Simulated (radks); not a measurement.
The gadolinium anion Gd- inside a hard spherical wall (all orbitals vanish at R), configuration held at [Xe] 4f7 5d2 6s2 and not refilled when levels cross. All-electron calculation, scalar-relativistic Kohn-Sham, r2SCAN, spin-polarised, spherical densities, finite nucleus; open shells are filled with parallel spins first (spin-orbit coupling, left out, can overturn this in heavy ions); meta-GGA in the generalised Kohn-Sham scheme; Fermi nuclear charge, rms radius 5.1569 fm. Program: a radial shooting solver on a logarithmic mesh with Libxc functionals. Eigenvalues in eV for spin up, with the zero of energy where the potential of the charges vanishes at infinity; a dash marks a level that is unbound or too diffuse for the functional's potential to be trusted. A positive occupied level is held by the wall or, in an anion where self-interaction has pushed it up, behind a barrier. The pressure on the wall is -dE/dV.

| R (bohr) | E (hartree) | kinetic (hartree) | e(5p) | e(4f) | e(6s) | e(5d) | e(6p, empty) | e(7s, empty) | pressure (GPa) |
|---|---|---|---|---|---|---|---|---|---|
| 15 | -11271.9078 | 12102.621 | -23.511 | -5.071 | -0.170 | 1.961 | 2.077 | 2.949 | 0.00804 |
| 12 | -11271.9028 | 12102.643 | -23.112 | -4.670 | 0.113 | 2.305 | 2.496 | 4.365 | 0.0543 |
| 10 | -11271.8904 | 12102.696 | -22.489 | -4.040 | 0.550 | 2.835 | 3.146 | 6.443 | 0.250 |
| 8 | -11271.8469 | 12102.864 | -21.105 | -2.626 | 1.591 | 4.015 | 4.710 | 11.191 | 1.44 |
| 7 | -11271.7887 | 12103.067 | -19.853 | -1.327 | 2.692 | 5.119 | 6.358 | 15.928 | 3.90 |
| 6 | -11271.6634 | 12103.471 | -17.984 | 0.655 | 4.730 | 6.885 | 9.371 | 24.162 | 11.8 |
| 5 | -11271.3656 | 12104.406 | -15.145 | 3.791 | 8.958 | 9.914 | 15.453 | 39.794 | 43.0 |
| 4 | -11270.5127 | 12107.222 | -10.173 | 9.639 | 19.475 | 16.057 | 29.745 | 73.673 | 215 |
| 2.5 | -11261.3204 | 12138.292 | 18.876 | 42.130 | 101.92 | 55.162 | 127.14 | 272.57 | 6790 |
| 1.5 | -11184.9741 | 12363.259 | 187.48 | 159.82 | 534.63 | 260.64 | 587.72 | 1096.5 | 237000 |
